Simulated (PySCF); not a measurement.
# Ar(3+) (argon, charge +3) across methods

[Ne] 3s2 3p3, high-spin 4S determinant. Calculation: PySCF 2.14, in aug-cc-pV(Q+d)Z; the non-relativistic Hamiltonian (point nucleus).

| method | E (hartree) | mean ε 3s α (eV) | mean ε 3s β (eV) | mean ε 3p α (eV) | Σ⟨r²⟩ (bohr²) | ⟨S²⟩ |
| --- | --- | --- | --- | --- | --- | --- |
| LDA | -522.8259 | -66.802 | -62.616 | -51.535 | 12.06 | 3.750 |
| PBE | -524.2530 | -67.062 | -62.338 | -51.616 | 12.03 | 3.750 |
| UHF | -523.86501 | -79.847 | -67.435 | -59.217 | 12.11 | 3.751 |
| r2SCAN | -524.4219 | -68.656 | -62.373 | -52.386 | 12.04 | 3.750 |
| PBE0 | -524.2962 | -70.496 | -64.059 | -53.743 | 12.03 | 3.750 |
| revPBE | -524.3706 | -67.093 | -62.228 | -51.615 | 12.03 | 3.750 |
| BHandHLYP | -524.4733 | -73.566 | -65.905 | -55.533 | 12.05 | 3.751 |
| LC-wPBE | -524.3120 | -73.303 | -67.359 | -56.776 | 12.02 | 3.750 |

Q: Estimate the same row for CAM-B3LYP.

A: E (hartree) = -524.4671; mean ε 3s α (eV) = -71.792; mean ε 3s β (eV) = -65.934; mean ε 3p α (eV) = -55.076; Σ⟨r²⟩ (bohr²) = 12.06; ⟨S²⟩ = 3.750.
